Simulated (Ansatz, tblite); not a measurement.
Removing an electron: SiI₂. The state is a singlet with charge 0. Geometry: r2SCAN-D4/def2-TZVP. Ansatz, gas phase; energy differences of separate SCF runs; the oxidised species was run as a doublet alone.

```
atom   x (Å)   y (Å)   z (Å)
 Si1  -0.606  -0.224   0.800
  I2  -1.218  -0.077  -1.604
  I3   1.823   0.301   0.803
```

In the def2 sets I takes a core potential; there is no spin–orbit coupling. The xTB rows come from tblite. Correlated methods freeze 13 core orbitals; core or outer-core shells of I are correlated, in sets that lack core-valence functions.

| level | −HOMO (eV) | vertical IE (eV) | −LUMO (eV) | HOMO–LUMO gap (eV) | remarks |
| --- | --- | --- | --- | --- | --- |
| GFN1-xTB | 9.37 | 12.67 | 6.79 | 2.58 | – |
| GFN2-xTB | 10.51 | 13.72 | 8.16 | 2.35 | – |
| PBE-D4/def2-TZVP | 6.16 | 8.76 | 3.94 | 2.22 | – |
| r2SCAN-D4/def2-TZVP | 6.37 | 8.84 | 3.93 | 2.44 | – |
| PBE0-D4/def2-TZVP | 7.14 | 8.95 | 3.29 | 3.85 | – |
| MP2/def2-TZVPP | – | 9.09 | – | – | restricted SCF unstable (singlet) |
| CCSD/def2-TZVPP | – | 9.02 | – | – | restricted SCF unstable (singlet) |
| CCSD(T)/def2-TZVPP | – | 8.99 | – | – | restricted SCF unstable (singlet) |

Run but left out: HF/def2-TZVPP (singlet: restricted singlet, unstable towards broken spin symmetry).  Raw xTB energy differences between charge states are shifted by several eV; the methods need an empirical correction for them.
